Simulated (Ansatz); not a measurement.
The same path of C4H9NTe (15 atoms, charge 0, multiplicity 1) was run twice with different band settings. The coordinate that changes most is the dihedral H8–C1–C2–N3.

Level of theory: RKS PBE/def2-SVP in Ansatz 0.2.0.

Relaxed end points:

```xyz
15
Properties=species:S:1:pos:R:3
C -1.969 -0.339 -0.119
C -0.713 0.161 -0.269
N -0.353 1.115 -1.218
C 0.430 -0.394 0.541
C 1.559 -1.008 -0.290
Te 1.350 1.208 1.825
H -2.165 -1.159 0.586
H -2.813 0.033 -0.720
H 0.367 1.768 -0.885
H -1.137 1.607 -1.651
H 0.040 -1.127 1.271
H 1.153 -1.849 -0.890
H 2.371 -1.406 0.351
H 1.994 -0.278 -1.001
H -0.136 1.617 2.498
```

```xyz
15
Properties=species:S:1:pos:R:3
C -1.969 -0.341 -0.117
C -0.713 0.161 -0.267
N -0.353 1.117 -1.213
C 0.430 -0.398 0.541
C 1.559 -1.008 -0.291
Te 1.349 1.200 1.830
H -2.813 0.033 -0.718
H -2.165 -1.162 0.585
H 0.370 1.767 -0.881
H -1.137 1.612 -1.643
H 0.040 -1.132 1.269
H 1.155 -1.850 -0.892
H 2.373 -1.406 0.348
H 1.993 -0.277 -1.002
H -0.140 1.633 2.481
```

Common settings: movable images 7; climbing image yes; optimiser quadratic models (default); start path through a guess of the saddle point; force threshold 0.05 eV/Å; end points relaxed.

| run | spring | iteration limit |
| --- | --- | --- |
| 1 | 5.0 eV/Å² | 59 |
| 2 | 20.0 eV/Å² | 60 |

(1) What does each run give, and how far can it be trusted?

Results:

(1) Run 1: converged after 16 iterations, highest image 2.225 eV above the first end. Neighbouring images differ by up to 1.4 eV, so the band resolves the path poorly. A vibrational analysis at the climbing image gives one clearly imaginary mode, 1113i cm⁻¹: a first-order saddle point.
Run 2: converged after 17 iterations, highest image 2.225 eV above the first end. Neighbouring images differ by up to 1.4 eV, so the band resolves the path poorly. Another band between the same ends (7 images) ends at a top of the same energy, where a vibrational analysis finds 1 clearly imaginary mode.
